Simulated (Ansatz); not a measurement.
Reaction (isomerisation): `BOC(C)=O` → `B1COCO1`

Gas-phase electronic energies from Ansatz, PBE0-D4/def2-TZVP geometries. CCSD(T)/CBS adds triple-zeta CCSD(T) − MP2 to the extrapolated MP2 energy (def2 sets, frozen cores). Functionals use def2-TZVPP.

`BOC(C)=O`:

Z-matrix (Å, degrees):
```
C
C 1 1.492
H 1 1.092 2 109.3
H 1 1.092 2 109.8 3 -117.1
H 1 1.087 2 110.0 3 121.2
O 2 1.377 1 110.9 3 58.2
O 2 1.191 1 126.5 3 -119.7
B 6 1.364 2 122.4 1 153.2
H 8 1.194 6 115.5 2 173.6
H 8 1.193 6 120.5 2 -8.5
```

`B1COCO1`:

Cartesian coordinates in Å:
```
B 0.602 -0.648 0.807
C -0.917 -0.426 0.472
O -0.844 0.207 -0.810
C 0.428 0.752 -0.958
O 1.320 0.049 -0.099
H 1.142 -1.268 1.669
H -1.518 -1.334 0.376
H -1.422 0.222 1.206
H 0.753 0.635 -1.995
H 0.457 1.812 -0.668
```

(1) Is it downhill or uphill in electronic energy at CCSD(T)/CBS, and by how much? (An estimate is asked.)

(2) What do these levels give: PBE, BHLYP, LC-ωPBE, RPA@PBE/def2-TZVPP, HF/def2-TZVPP, CCSD/def2-TZVPP, CCSD(T)/def2-TZVPP, HF/def2-QZVPP, MP2/def2-QZVPP, SCS-MP2/def2-QZVPP, HF/CBS(def2), CCSD/CBS(def2)? (Estimate.)

Largest T1 diagnostic among the species: 0.015.

Results:

(1) Ansatz gave: Uphill: ΔE = +39.1 kJ/mol.

(2) The calculation gave: PBE 40.4, BHLYP 45.3, LC-ωPBE 28.9, RPA@PBE/def2-TZVPP 40.6, HF/def2-TZVPP 61.7, CCSD/def2-TZVPP 40.6, CCSD(T)/def2-TZVPP 41.6, HF/def2-QZVPP 61.8, MP2/def2-QZVPP 42.4, SCS-MP2/def2-QZVPP 45.8, HF/CBS(def2) 61.9, CCSD/CBS(def2) 38.1 kJ/mol.

From BLYP to BHLYP (50 % exact exchange), in def2-TZVPP and without D4, ΔE moves by −15.6 kJ/mol. At CCSD(T), def2-SVP lies +15.4 kJ/mol from the extrapolated value and def2-TZVPP +2.5 kJ/mol.
